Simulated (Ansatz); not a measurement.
Process, species as SMILES: N[SiH2]N -> N[SiH2] + [NH2] (NH2) (the N-Si bond at the site shown breaks; other sites are not compared here)
Geometries: B3LYP-D3(BJ)/def2-TZVP minima from Ansatz (an electronic-structure program), one conformer each, not searched for the lowest.

Property: bond dissociation energy (electronic energy difference), in kcal/mol. Correlated levels leave the core frozen unless marked. Open shells are spin-unrestricted. Spin-orbit coupling is left out. No relativistic terms. Basis-set limits of correlation are two-point, X^-3; Hartree-Fock from the larger set.

| level | program | bond dissociation energy (kcal/mol) |
|---|---|---|
| HF/aug-cc-pV(T+d)Z | Ansatz | 82.1 |
| BLYP-D4/def2-TZVPD | Ansatz + dftd4 | 103.0 |
| PBE0/def2-TZVP | Ansatz | 105.8 |
| BHLYP-D3(BJ)/def2-TZVPD | Ansatz + dftd3 | 105.2 |
| HSE06-D3(BJ)/def2-TZVPD | Ansatz + dftd3 | 106.1 |
| HSE06/def2-TZVPD | Ansatz | 105.3 |
| PBE-QIDH/def2-TZVPD | Ansatz | 110.0 |
| RI-MP2/cc-pV(Q+d)Z | Ansatz | 117.4 |
| CCSD/cc-pwCVTZ | Ansatz | 107.4 |
| CCSD(T)/CBS(cc-pV(T+d)Z,cc-pV(Q+d)Z) | Ansatz | 112.5 |
